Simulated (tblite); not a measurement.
C5H12GeSi.
Z-matrix (Å and degrees, GFN2-xTB geometry), rows numbered from 1:
```
Si
C   1  1.8988
C   2  1.5293  1  113.15
C   3  1.5031  2  111.42  1  -172.64
C   4  1.3227  3  121.33  2  -126.65
C   5  1.5002  4  120.78  3    -0.76
Ge  6  1.9840  5  102.94  4     4.28
H   1  1.4668  2  108.95  3    62.39
H   1  1.4666  2  109.90  3   -57.43
H   1  1.4644  2  108.66  3  -178.07
H   2  1.0934  1  109.92  3   121.90
H   2  1.0947  1  109.47  3  -121.77
H   3  1.0959  2  108.48  1   -53.42
H   4  1.0821  3  117.27  2    52.74
H   5  1.0819  4  121.62  3   179.59
H   6  1.0915  5  110.43  4   126.44
H   6  1.0917  5  109.94  4  -116.08
H   7  1.5080  3  115.88  2  -115.59
H   7  1.5078  3  113.98  2     8.67
```

Method: GFN2-xTB as coded in tblite; computed harmonic values from a numerical Hessian at the method's own geometry, unscaled. This tight-binding method is rough: wavenumbers can miss measured ones by several per cent, in bad cases by 10 to 20. Modes of hydrogen on germanium and silicon can be 10 to 20 % off. One conformer, not necessarily the lowest.

Harmonic wavenumbers (cm⁻¹): 38.6, 75.2, 99.6, 143.8, 223.0, 246.8, 360.6, 393.5, 445.7, 501.3, 513.9, 534.5, 560.4, 603.9, 612.7, 710.4, 747.8, 769.8, 771.8, 788.8, 792.1, 805.4, 817.7, 839.0, 908.6, 973.5, 1017.6, 1070.5, 1083.6, 1091.7, 1142.3, 1191.8, 1214.9, 1247.8, 1295.5, 1324.0, 1444.0, 1481.1, 1707.5, 1911.4, 1987.2, 2230.0, 2236.1, 2256.5, 2889.7, 2928.8, 2938.6, 2952.9, 2962.8, 3041.2, 3057.5.

A = 2600, B = 969.1, C = 743.0 MHz; mass 173.992 u (most abundant isotopes); point group C1, symmetry number 1.

Question: Zero-point energy?

Answer: Half the sum of the wavenumbers: 30992 cm⁻¹ = 370.74 kJ/mol.

Question: Entropy at 298.15 K, 1 bar (ideal gas, RRHO, classical rotation)?

Answer: Translation 173.20, rotation 123.55, vibration 118.05: S = 414.8 J/(mol K).

Question: And Cp and H(298.15 K) − H(0)?

Answer: Cp = 168.05 J/(mol K), of which vibrations give 134.79 (their classical limit is 51 R = 424.0); H(298.15 K) − H(0) = 28.78 kJ/mol without the zero-point energy, 18.86 from vibrations.

Question: How do the functions run with temperature in this model?

Answer: 
```tsv
T (K)	S (J/(mol K))	Cp (J/(mol K))	H − H(0) (kJ/mol)	G − H(0) (kJ/mol)	ln q(vib)
150	328.1	93.6	9.44	-39.77	2.94
250	387.4	143.8	21.26	-75.58	5.37
400	470.8	213.7	48.29	-140.02	9.23
600	570.7	279.2	98.05	-244.40	14.50
900	696.6	340.2	191.78	-435.16	22.04
```

q(vib) and H(0) count from the zero-point level.

Question: Blend soft modes into free rotors: weight 1/[1 + (100 cm⁻¹/ν̃)⁴] for the oscillator and the rest for a rotor with moment μB/(μ + B), μ = h/(8π²ν), B = 10⁻⁴⁴ kg m². What vibrational entropy results?

Answer: 107.63 J/(mol K) in place of 118.05, which changes −T·S at 298.15 K by +3.11 kJ/mol.

Question: What must be added to the electronic energy to get the Gibbs energy at 298.15 K and 1 bar?

Answer: ZPE + [H(298.15 K) − H(0)] − T·S = 370.74 + 28.78 − 123.67 = 275.85 kJ/mol.

Question: Which modes carry the vibrational entropy at 298.15 K?

Answer: 38.6 cm⁻¹: 22.30; 75.2 cm⁻¹: 16.79; 99.6 cm⁻¹: 14.49; 143.8 cm⁻¹: 11.52; 223.0 cm⁻¹: 8.09; 246.8 cm⁻¹: 7.34 J/(mol K); the other 45 give 37.53 together.

Hindered rotation and anharmonicity are outside this model. Other conformers, if any are populated, would add a mixing term that is left out. The structure is chiral; the term R ln 2 for an equal mix with its mirror image is left out.

Time: 0.82 s. Hardware: an Arm Neoverse V1 with one thread (shared host). The figure is for the frequency step alone.
